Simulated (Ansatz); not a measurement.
Consider the formal exchange of groups at the Sb–O bond: `[SiH3][O][SbH2]` + CH₄ → `[CH3][SbH2]` + silanol.

Calculated with Ansatz (gas phase, PBE0-D4/def2-TZVP geometries, no zero-point term in ΔE). CCSD(T)/CBS is the MP2 limit (def2-TZVPP, def2-QZVPP) plus CCSD(T) − MP2 in def2-TZVPP, frozen cores. This one scheme is used for every species. Functionals use def2-TZVPP. B3LYP here is the variant with VWN-RPA as its local correlation; programs differ in this. HSE06 is defined as in plane-wave codes. Elements past krypton have def2 core potentials. For Sb outer-core shells are correlated without core-valence functions, which leaves a few kJ/mol of doubt a bond.

Is it downhill or uphill in electronic energy at CCSD(T)/CBS, and by how much? (Estimate.)

The calculation gave: Uphill: ΔE = +36.9 kJ/mol.

What do these levels give: B3LYP-D4, HSE06-D4, B2PLYP, r2SCAN, B3LYP, r2SCANh, r2SCAN0, HF/def2-SVP, SCS-MP2/def2-TZVPP, SCS-MP2/def2-QZVPP, MP2/CBS(def2), CCSD/CBS(def2)? (Estimate.)

The calculation gave: B3LYP-D4 44.8, HSE06-D4 32.7, B2PLYP 40.6, r2SCAN 39.5, B3LYP 41.6, r2SCANh 37.6, r2SCAN0 34.9, HF/def2-SVP 41.1, SCS-MP2/def2-TZVPP 38.0, SCS-MP2/def2-QZVPP 40.7, MP2/CBS(def2) 35.7, CCSD/CBS(def2) 37.1 kJ/mol.

Largest T1 diagnostic among the species: 0.014.

From r2SCAN to r2SCAN0 (25 % exact exchange), in def2-TZVPP and without D4, ΔE moves by −4.6 kJ/mol. In def2-TZVPP, CCSD(T) changes the Hartree–Fock value by −11.4 kJ/mol (the triples alone add −0.2 kJ/mol) and MP2 by −12.6 kJ/mol.
